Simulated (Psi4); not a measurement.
C3H7O (SMILES [CH2-]OCC), charge -1, singlet, at a GFN2-xTB geometry (a gas-phase anion, which may not be bound at this level). Base run: CCSD(T)/STO-3G in Psi4.

Here is a job for Psi4.
```
memory 2 GB

molecule mol {
-1 1
  O     0.036114   -0.775937    0.000887
  C     0.026061    0.600664   -0.000468
  C     1.381985   -1.384159    0.006902
  C    -1.406966    1.147588   -0.006777
  H     0.560203    1.006965    0.891887
  H     0.567395    1.005265   -0.889256
  H     1.929303   -0.905866   -0.880265
  H     1.922124   -0.904169    0.897544
  H    -1.931208    0.789925   -0.890913
  H    -1.938334    0.791610    0.873778
  H    -1.404874    2.239205   -0.007811
}

set basis sto-3g
set reference rhf

energy('ccsd(t)')
print_variables()
```

Variants of this job, named by their change:

```tsv
change	ΔE vs base (mEh)	MP2 correlation (Eh)	basis functions	outcome
base	0.000	-0.17979	27	converged
puream = on	0.000	-0.17979	27	converged
method = scs-mp2	42.706	-0.17979	27	converged
method = fno-ccsd(t)	-	-	27	stopped with an error
method = mp3	20.462	-0.17974	27	converged
method = mp4	-	-	27	stopped with an error
freeze_core = on	1.224	-0.17841	27	converged
method = mp2	61.045	-0.17974	27	converged
method = cisd	-	-	27	stopped with an error
method = qcisd(t)	-	-	27	stopped with an error
```

A gas-phase anion may not be bound at this level; its values then depend on the basis.

- method = fno-ccsd(t): ended with `Fatal Error: ndocc must be less than nvirt`
- method = mp4: ended with `Fatal Error: ndocc must be less than nvirt`
- method = cisd: ended with `Fatal Error: ndocc must be less than nvirt`
